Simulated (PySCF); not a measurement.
Species: C2H4ClN3Si.
Numbering: `[SiH3:1][c:2]1[n:3][c:4]([Cl:5])[n:6][nH:7]1` (hydrogens: H8, H9, H10 on Si1; H11 on N7)

Computed by this run: PBE0-D3(BJ)/def2-SVP geometry optimisation, gas phase in PySCF 2.14.0; density fitting, grid level 1; the optimiser is geomeTRIC in internal coordinates, started from a GFN2-xTB structure with every atom displaced at random (about 0.01 Å).

Step 1: E = -26982.6790 eV
```
atom  x, y, z in Å  |  force x, y, z in eV/Å
Si1    -1.8623    0.4361   -0.2588   -0.077  -0.032  -0.065
C2     -0.0284    0.0860   -0.0470    0.019  -0.007  -0.030
N3      0.8740    0.2213   -1.0144   -0.132  -0.325   0.129
C4      1.9902   -0.2686   -0.4477    0.761   0.557  -0.247
Cl5     3.5171   -0.2320   -1.2429   -0.405  -0.157   0.154
N6      1.8816   -0.6605    0.8055   -0.041  -0.075   0.002
N7      0.5907   -0.4366    1.0387   -0.089   0.002  -0.004
H8     -2.3447   -0.3142   -1.4532    0.010   0.035   0.033
H9     -2.5659   -0.0654    0.9597    0.023   0.037   0.038
H10    -2.0965    1.8944   -0.4298   -0.004   0.036   0.015
H11     0.2115   -0.6207    1.9605   -0.065  -0.072  -0.026
```

Step 2: E = -26982.6892 eV
```
atom  x, y, z in Å  |  force x, y, z in eV/Å
Si1    -1.8687    0.4344   -0.2583   -0.004  -0.024  -0.051
C2     -0.0328    0.0701   -0.0641    0.104  -0.407  -0.216
N3      0.8774    0.1909   -1.0252    0.030   0.539   0.001
C4      2.0209   -0.1920   -0.4288   -0.047  -0.521  -0.169
Cl5     3.5317   -0.2620   -1.2300   -0.224   0.113   0.076
N6      1.8885   -0.6185    0.8127   -0.014   0.068   0.214
N7      0.5828   -0.4520    1.0220    0.135   0.210   0.116
H8     -2.3804   -0.3189   -1.4353   -0.015   0.013   0.001
H9     -2.5513   -0.0393    0.9835    0.019   0.021   0.020
H10    -2.0885    1.8963   -0.4360    0.013  -0.002   0.013
H11     0.1877   -0.6692    1.9301    0.004  -0.011  -0.003
```

Step 3: E = -26982.7070 eV
```
atom  x, y, z in Å  |  force x, y, z in eV/Å
Si1    -1.8662    0.4274   -0.2640    0.012   0.024   0.004
C2     -0.0299    0.0670   -0.0652    0.023  -0.043  -0.028
N3      0.8845    0.2215   -1.0158   -0.053  -0.019   0.003
C4      2.0151   -0.2096   -0.4285    0.111  -0.053  -0.063
Cl5     3.5136   -0.2696   -1.2425   -0.058   0.052   0.060
N6      1.8886   -0.6198    0.8205   -0.033  -0.010  -0.015
N7      0.5852   -0.4415    1.0286    0.003   0.069   0.044
H8     -2.3801   -0.3172   -1.4450   -0.008   0.001   0.000
H9     -2.5453   -0.0495    0.9787    0.006   0.010   0.009
H10    -2.0843    1.8910   -0.4308    0.003  -0.004   0.002
H11     0.1860   -0.6600    1.9347   -0.006  -0.027  -0.015
```

**Question.** Estimate the geometry and energy of step 4. (The exact step hangs on the optimiser's Hessian estimate; all steps are aligned on step 3, rigid shifts and turns removed.)

**Answer.** E = -26982.7093 eV, largest force 0.067 eV/Å
```
atom  x, y, z in Å  |  force x, y, z in eV/Å
Si1    -1.8652    0.4289   -0.2640    0.007   0.014   0.007
C2     -0.0323    0.0486   -0.0738   -0.029  -0.052  -0.030
N3      0.8806    0.1968   -1.0261   -0.019   0.010   0.026
C4      2.0134   -0.2236   -0.4338    0.052   0.039   0.018
Cl5     3.5245   -0.2160   -1.2206   -0.016  -0.034  -0.003
N6      1.8853   -0.6292    0.8168    0.007   0.029   0.006
N7      0.5824   -0.4493    1.0250    0.008   0.016  -0.016
H8     -2.4019   -0.3211   -1.4314   -0.006   0.000   0.002
H9     -2.5373   -0.0222    0.9922    0.000   0.005   0.004
H10    -2.0641    1.8933   -0.4443    0.002   0.001  -0.002
H11     0.1820   -0.6664    1.9307   -0.006  -0.029  -0.012
```

The energy changes by -0.0024 eV. The first-order estimate −F·Δx gives -0.0065 eV and the mean of the old and new forces, exact on a quadratic surface, -0.0024 eV. The step makes an angle of 69° with the force vector and moves no atom by more than 0.059 Å.

What follows is the cost of the whole optimisation. Time: 60 s wall; peak memory 0.52 GiB. Hardware: an Arm Neoverse V1 with one thread, no GPU, shared host with 32 logical CPUs at a one-minute load of 15.
